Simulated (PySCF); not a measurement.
## Calculated data, BH5NSi

Calculation on a computer-drawn molecule: the log of a Hartree-Fock and frozen-core CCSD(T) single point meant for a local Hartree-Fock minimum, with one planted fault or none, to be diagnosed. Offsets are logged minus clean, where the clean run is the same molecule without the fault. The reference is restricted for singlets and unrestricted otherwise, and also for a bond in bohr or an excited solution. Adding or removing an electron swaps singlet and doublet. The excited solution moves the top pair (singlet) or top alpha electron (doublet) to the lowest empty orbital. Highest occupied and lowest empty are orbital energies over both spins, largest force is the largest gradient component, triples share is (T) over the correlation energy, the T1 limit is 0.02 restricted and 0.045 unrestricted, electrons count all cores, a negative frequency is imaginary (commonest isotopes), and the dipole is about the centre of nuclear charge. Program: PySCF 2.14.0.

Common to all runs: meant charge 0; meant multiplicity 2; meant basis cc-pV(D+d)Z; logged basis functions 76; logged SCF converged yes; possible faults no fault, one electron removed, one electron added, multiplicity raised by two, geometry at a saddle point, SCF held on an excited solution, minimal basis STO-3G, one bond length entered in bohr, all coordinates scaled.

(1) BH5NSi

Logged structure:
```xyz
8
BH5NSi
B     -1.2520     0.1395    -0.8865
N     -0.8082    -0.0908     0.4161
Si    -1.4082    -1.2692     1.5675
H     -2.1432    -0.4652    -1.4159
H     -0.0516     0.4921     0.7296
H     -1.8985    -0.5901     2.7881
H     -2.5038    -2.0166     0.9247
H     -0.3235    -2.1935     1.9679
```

* logged electrons: 31
* logged spin squared: 0.7866
* logged highest occupied: -5.4345 eV
* logged lowest empty: 0.47578 eV
* logged largest force: 0.049798 hartree/bohr
* logged dipole magnitude: 1.4976 debye
* logged SCF stable within its kind: no
* logged energy HF: -370.86279 hartree
* planted fault: SCF held on an excited solution
* HF energy offset from clean run: 72.7 kcal/mol

Drawn bonds:
```csv
atom,other atom,order
1,2,1
2,3,1
1,4,1
2,5,1
3,6,1
3,7,1
3,8,1
```

Notes: coupled-cluster numbers left out as unreliable.

(2) BH5NSi

Structure as in entry 1.

* logged electrons: 30
* logged spin squared: 0
* logged highest occupied: -17.178 eV
* logged lowest empty: -6.3383 eV
* logged largest force: 0.10496 hartree/bohr
* logged T1 diagnostic: 0.018225
* logged D1 diagnostic: 0.052284
* logged triples share: 0.029274
* logged CC converged: yes
* logged dipole magnitude: 6.2412 debye
* logged SCF stable within its kind: yes
* logged energy HF: -370.70099 hartree
* logged energy CCSD(T): -371.08639 hartree
* planted fault: one electron removed
* HF energy offset from clean run: 174.2 kcal/mol
* CCSD(T) energy offset from clean run: 175.7 kcal/mol

Drawn bonds:
```csv
atom,other atom,order
1,2,1
2,3,1
1,4,1
2,5,1
3,6,1
3,7,1
3,8,1
```
